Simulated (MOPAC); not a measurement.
Input file for MOPAC: AM1 on CH5BO (SMILES BOC), a point of a torsion scan.

```
AM1 1SCF PRECISE CHARGE=0 THREADS=1
CH5BO

B      1.44458291 1    -0.27118359 1     0.24314299 1
O      0.30392706 1     0.33347928 1     0.18701238 1
C     -0.88264143 1     1.01183088 1     0.06716911 1
H      1.60752963 1    -1.30121933 1    -0.33219837 1
H      2.33701834 1     0.18887932 1     0.88373739 1
H     -0.71694627 1     2.09740018 1     0.10605891 1
H     -1.38476748 1     0.76208611 1    -0.87834958 1
H     -1.54298520 1     0.73273332 1     0.89491999 1
```

Program output:

```
*******************************************************************************
 **                                                                           **
 **                              MOPAC v23.2.5                                **
 **                                                                           **
 *******************************************************************************
 ** MOPAC's Digital Object Identifier: https://doi.org/10.5281/zenodo.6511958 **
 **                                                                           **
 ** Please cite the open-source release paper for use of this MOPAC version:  **
 ** J. E. Moussa and J. J. P. Stewart (2026)                                  **
 ** MOPAC: An open-source semiempirical molecular orbital program             **
 ** J. Open Source Softw., 11(119), 8025, https://doi.org/10.21105/joss.08025 **
 *******************************************************************************

                              AM1 CALCULATION RESULTS

 *******************************************************************************
 *  AM1        - The AM1 Hamiltonian to be used
 *
 *
 *
 *                 CHARGE ON SYSTEM = 0
 *
 *
 *
 *  PRECISE    - TIGHTER CRITERIA TO BE USED
 *  1SCF       - DO 1 SCF AND THEN STOP
 *  THREADS=1  - MULTI-THREADING NOT USED
 *  T=         - A TIME OF 172800.0 SECONDS REQUESTED
 *  DUMP=N     - RESTART FILE WRITTEN EVERY 7200.0 SECONDS REQUESTED
 *******************************************************************************
AM1 1SCF PRECISE CHARGE=0 THREADS=1
 CH5BO

   ATOM   CHEMICAL          X               Y               Z
  NUMBER   SYMBOL      (ANGSTROMS)     (ANGSTROMS)     (ANGSTROMS)

     1       B          1.44458291  *  -0.27118359  *   0.24314299  *
     2       O          0.30392706  *   0.33347928  *   0.18701238  *
     3       C         -0.88264143  *   1.01183088  *   0.06716911  *
     4       H          1.60752963  *  -1.30121933  *  -0.33219837  *
     5       H          2.33701834  *   0.18887932  *   0.88373739  *
     6       H         -0.71694627  *   2.09740018  *   0.10605891  *
     7       H         -1.38476748  *   0.76208611  *  -0.87834958  *
     8       H         -1.54298520  *   0.73273332  *   0.89491999  *



          CARTESIAN COORDINATES

    NO.       ATOM           X           Y           Z

     1         B          1.4446     -0.2712      0.2431
     2         O          0.3039      0.3335      0.1870
     3         C         -0.8826      1.0118      0.0672
     4         H          1.6075     -1.3012     -0.3322
     5         H          2.3370      0.1889      0.8837
     6         H         -0.7169      2.0974      0.1061
     7         H         -1.3848      0.7621     -0.8783
     8         H         -1.5430      0.7327      0.8949

  H: (AM1): M.J.S. DEWAR ET AL, J. AM. CHEM. SOC. 107 3902-3909 (1985)
  B: (AM1): M.J.S. DEWAR ET AL, ORGANOMETALLICS, 7, 513-521 (1988)
  C: (AM1): M.J.S. DEWAR ET AL, J. AM. CHEM. SOC. 107 3902-3909 (1985)
  O: (AM1): M.J.S. DEWAR ET AL, J. AM. CHEM. SOC. 107 3902-3909 (1985)

           Empirical Formula: C H5 O B  =     8 atoms



      MOLECULAR POINT GROUP   :   Cs


      RHF CALCULATION, NO. OF DOUBLY OCCUPIED LEVELS = 9


 -------------------------------------------------------------------------------
 AM1 1SCF PRECISE CHARGE=0 THREADS=1
 CH5BO



     1SCF WAS SPECIFIED, SO BFGS WAS NOT USED
     SCF FIELD WAS ACHIEVED


                              AM1 CALCULATION
                                                       MOPAC v23.2.5 Linux




          FINAL HEAT OF FORMATION =        -31.21297 KCAL/MOL =    -130.59505 KJ/MOL


          COSMO AREA              =         90.09 SQUARE ANGSTROMS
          COSMO VOLUME            =         69.78 CUBIC ANGSTROMS

          IONIZATION POTENTIAL    =          9.445873 EV
          HOMO LUMO ENERGIES (EV) =         -9.446  1.442
          NO. OF FILLED LEVELS    =          9
          MOLECULAR WEIGHT        =         43.8599         POINT GROUP:  Cs

          MOLECULAR DIMENSIONS (Angstroms)

            Atom       Atom       Distance
            H     7    H     5     4.15755
            H     4    H     6     3.39984
            H     6    H     8     1.54913


          SCF CALCULATIONS        =          1





   ATOM   CHEMICAL          X               Y               Z
  NUMBER   SYMBOL      (ANGSTROMS)     (ANGSTROMS)     (ANGSTROMS)

     1       B          1.44458291  *  -0.27118359  *   0.24314299  *
     2       O          0.30392706  *   0.33347928  *   0.18701238  *
     3       C         -0.88264143  *   1.01183088  *   0.06716911  *
     4       H          1.60752963  *  -1.30121933  *  -0.33219837  *
     5       H          2.33701834  *   0.18887932  *   0.88373739  *
     6       H         -0.71694627  *   2.09740018  *   0.10605891  *
     7       H         -1.38476748  *   0.76208611  *  -0.87834958  *
     8       H         -1.54298520  *   0.73273332  *   0.89491999  *

                             CARTESIAN COORDINATES

   1    B        1.444582910    -0.271183590     0.243142990
   2    O        0.303927060     0.333479280     0.187012380
   3    C       -0.882641430     1.011830880     0.067169110
   4    H        1.607529630    -1.301219330    -0.332198370
   5    H        2.337018340     0.188879320     0.883737390
   6    H       -0.716946270     2.097400180     0.106058910
   7    H       -1.384767480     0.762086110    -0.878349580
   8    H       -1.542985200     0.732733320     0.894919990


           Empirical Formula: C H5 O B  =     8 atoms



      MOLECULAR POINT GROUP   :   Cs


                  EIGENVALUES
 -38.71230 -29.32147 -21.39573 -16.65818 -16.28710 -15.90084 -12.76785 -11.78587
  -9.44587   1.44163   3.04761   4.09759   4.13996   4.32280   4.38193   6.58834
   9.09514


              NET ATOMIC CHARGES AND DIPOLE CONTRIBUTIONS

  ATOM NO.   TYPE          CHARGE      No. of ELECS.   s-Pop       p-Pop
    1          B           0.338947        2.6611     1.20289     1.45816
    2          O          -0.506408        6.5064     1.70028     4.80613
    3          C           0.145711        3.8543     1.21013     2.64416
    4          H          -0.072174        1.0722     1.07217
    5          H          -0.071926        1.0719     1.07193
    6          H           0.052644        0.9474     0.94736
    7          H           0.052044        0.9480     0.94796
    8          H           0.061161        0.9388     0.93884
 DIPOLE           X         Y         Z       TOTAL
 POINT-CHG.    -1.351     0.777    -0.132     1.564
 HYBRID        -0.240     0.136    -0.024     0.276
 SUM           -1.590     0.913    -0.156     1.840


          ATOMIC ORBITAL ELECTRON POPULATIONS

     Atom    s        px        py        pz
    1  B   1.20289   0.49832   0.54929   0.41055
    2  O   1.70028   1.32763   1.69058   1.78793
    3  C   1.21013   0.73945   0.91176   0.99294
    4  H   1.07217
    5  H   1.07193
    6  H   0.94736
    7  H   0.94796
    8  H   0.93884

 **********************
 *                    *
 * JOB ENDED NORMALLY *
 *                    *
 **********************




 == MOPAC DONE ==
```

The run finished.

Cost: very roughly 0.020 core-seconds.
